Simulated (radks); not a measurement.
Q: Spherical quantum dot in the effective-mass picture: electrons in a hard-walled sphere of radius 1.97, with a point charge +2 (a donor) at the centre, all in effective atomic units (hartree* = m*/eps^2 hartree, bohr* = eps/m* bohr), one dielectric constant everywhere. Method: non-relativistic Kohn-Sham, LDA (Slater exchange, Perdew-Wang correlation), spin-polarised, spherical densities; computed with a radial shooting solver with Libxc functionals. Levels are named by radial order and angular momentum (1s, 1p, 1d, 2s, ...), and open shells are averaged over m. At N = 17 the configuration is 1s2 1p6 1d(up 5, down 3) 2s(up 1, down 0). Does electron 18 go into 1f up or 2s down or 1d down?

A: Into 1d down. The total energies of the other choices lie higher by 0.244 hartree* (2s down), 1.73 hartree* (1f up).
